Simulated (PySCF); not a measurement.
Compound: Cu(PH3)H (singlet state).
Bonds: Cu1–P2. Hydrogens: H6 on Cu1; H3, H4, H5 on P2.

A GFN2-xTB structure was refined with PySCF 2.14.0, PBE0-D3(BJ)/def2-SVP geometry optimisation, gas phase. Its GFN2-xTB values:

```
coordinate  GFN2-xTB
    Cu1–P2   2.233 Å
    Cu1–H6   1.489 Å
     P2–H3   1.384 Å
     P2–H5   1.383 Å
 Cu1–P2–H3    121.5°
 P2–Cu1–H6    179.7°
  H3–P2–H4     94.9°
```

**Question.** How do these coordinates change at the PBE0-D3(BJ)/def2-SVP level?

**Answer.** 
```
coordinate  PBE0-D3(BJ)/def2-SVP (Å or °)  change
     P2–H5                          1.420  +0.037
     P2–H3                          1.420  +0.036
    Cu1–H6                          1.525  +0.036
    Cu1–P2                          2.226  -0.007
  H3–P2–H4                           97.4    +2.5
 Cu1–P2–H3                          119.8    -1.7
 P2–Cu1–H6                          179.8    +0.1
```

The energy falls by 1.6 kcal/mol over 4 energy and gradient evaluations, the largest force component goes from 0.0185 to 2.8e-04 Eh/bohr, and the atoms move by 0.041 Å rms after alignment. Among the bonds, Cu1–H6, P2–H3, P2–H4 and P2–H5 change most and about equally (+0.036 to +0.037 Å). Bonds longer at the end by more than 0.005 Å: 4 of 5; shorter: 1. Rotational constants go from 120557, 4031, 4031 to 110082, 4053, 4053 MHz.

The run used 69 basis functions and 26 SCF cycles in all. Hardware: one thread, Arm Neoverse V1, on a shared host. Cost: 8.4 s wall, 7.4 s CPU.

Not checked by PBE0-D3(BJ)/def2-SVP frequencies.
